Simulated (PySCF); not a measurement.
How methods differ on the ionisation energy of Ar²⁺

Ar²⁺ [Ne] 3s2 3p4 (3P) → Ar³⁺ [Ne] 3s2 3p3 (4S), as a difference of total energies. Calculation: PySCF 2.14, in x2c-TZVPPall (5s5p3d1f, 42 functions); scalar relativity by spin-free X2C-1e. Correlated levels: valence and next inner shell: 1s2 frozen. The calculations carry no spin-orbit coupling.

```
                                method  ionisation energy (eV)  plus first-order spin-orbit estimate  difference from reference of that sum (eV)
                                   UHF                  39.362                                39.427                                      -1.308
    MP2 (valence and next inner shell)                  40.183                                40.248                                      -0.487
SCS-MP2 (valence and next inner shell)                  40.257                                40.321                                      -0.414
   CCSD (valence and next inner shell)                  40.291                                40.356                                      -0.379
CCSD(T) (valence and next inner shell)                  40.318                                40.383                                      -0.352
```

Reference: 40.735 ± 0.012 eV (semi-empirical (NIST evaluation); NIST Atomic Spectra Database, ionization energies).

A first-order spin-orbit estimate (lowest level to lowest level, LS coupling) adds 0.065 eV.

Errors of the correlated levels include the incompleteness of this basis and the frozen core.
